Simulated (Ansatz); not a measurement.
Consider the isomerisation: `C=CC[SiH3]` → `C=C(C)[SiH3]`.

Isolated molecules relaxed with PBE0-D4/def2-TZVP in Ansatz; ΔE leaves out vibrations. CCSD(T)/CBS is the MP2 limit (def2-TZVPP, def2-QZVPP) plus CCSD(T) − MP2 in def2-TZVPP, frozen cores. Functionals use def2-TZVPP. Each species was taken in one conformer, which may not be the lowest.

| level | ΔE (kcal/mol) |
| --- | --- |
| BLYP | -0.4 |
| r2SCAN | -0.4 |
| CCSD/def2-SVP | -0.7 |
| CCSD/CBS(def2) | -0.4 |

(1) What does CCSD(T)/CBS give? (Best estimate.)

Largest T1 diagnostic among the species: 0.011.

Results:

(1) Computed: -0.6 kcal/mol. The listed levels differ from it by 0.2, 0.2, -0.1, 0.2 kcal/mol.

Leaving LDA and LC-ωPBE aside and taking each functional with its dispersion term where it has one, the values, not all of them listed here, spread over 0.5 kcal/mol, from BLYP-D4 to r2SCAN0-D4.
